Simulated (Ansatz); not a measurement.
Relaxation of C2H7BFNSi (13 atoms, charge 0, multiplicity 1), to a largest force component of 0.02 eV/Å in at most 40 steps.

These are results of RKS PBE0-D4/STO-3G (Ansatz), not measurements.

```xyz
13
Properties=species:S:1:pos:R:3
C -2.214 0.251 -0.522
C -1.014 0.731 -0.377
B 0.119 -0.198 0.110
N -0.035 -1.659 0.438
Si 1.931 0.553 0.347
F 1.854 1.830 1.488
H -2.510 -0.731 -0.317
H -2.994 0.994 -0.887
H -0.779 1.789 -0.555
H -0.343 -2.139 -0.438
H 0.771 -2.098 0.800
H 2.430 1.092 -0.905
H 2.805 -0.450 0.832
```

Problem. Where does it end, and by what steps?

Solution. The run converged. Limits of this set-up: minimal basis. After 17 steps the energy has fallen by 1.342 eV; H10 moved furthest, 0.47 Å.

| step | energy less start (eV) | largest force component (eV/Å) | accepted |
| --- | --- | --- | --- |
| 0 | 0.0000 | 4.450 | yes |
| 1 | -0.8231 | 1.834 | yes |
| 2 | -1.1105 | 1.713 | yes |
| 3 | -1.2134 | 1.949 | yes |
| 4 | -1.2038 | 1.084 | no |
| 5 | -1.3238 | 0.265 | yes |
| 6 | -1.3349 | 0.261 | yes |
| 7 | -1.3381 | 0.062 | yes |
| 8 | -1.3385 | 0.022 | yes |
| 9 | -1.3387 | 0.048 | yes |
| 10 | -1.3394 | 0.036 | yes |
| 11 | -1.3399 | 0.211 | yes |
| 12 | -1.3411 | 0.094 | yes |
| 13 | -1.3417 | 0.068 | yes |
| 14 | -1.3420 | 0.074 | yes |
| 15 | -1.3406 | 0.162 | no |
| 16 | -1.3424 | 0.031 | yes |
| 17 | -1.3425 | 0.018 | yes |

```xyz
13
Properties=species:S:1:pos:R:3
C -2.257 0.271 -0.421
C -0.976 0.655 -0.502
B 0.239 -0.199 -0.020
N 0.101 -1.575 0.052
Si 1.963 0.616 0.477
F 1.793 1.930 1.468
H -2.551 -0.703 -0.013
H -3.090 0.911 -0.733
H -0.789 1.663 -0.896
H -0.762 -2.082 -0.225
H 0.838 -2.226 0.383
H 2.690 1.047 -0.706
H 2.822 -0.343 1.152
```

Whether the end is a true minimum wasn't checked by a vibrational analysis.

Time of the run: 29 s on 1 thread of Intel(R) Xeon(R) 6975P-C (Granite Rapids), with other jobs on the host, peak memory 0.18 GiB.
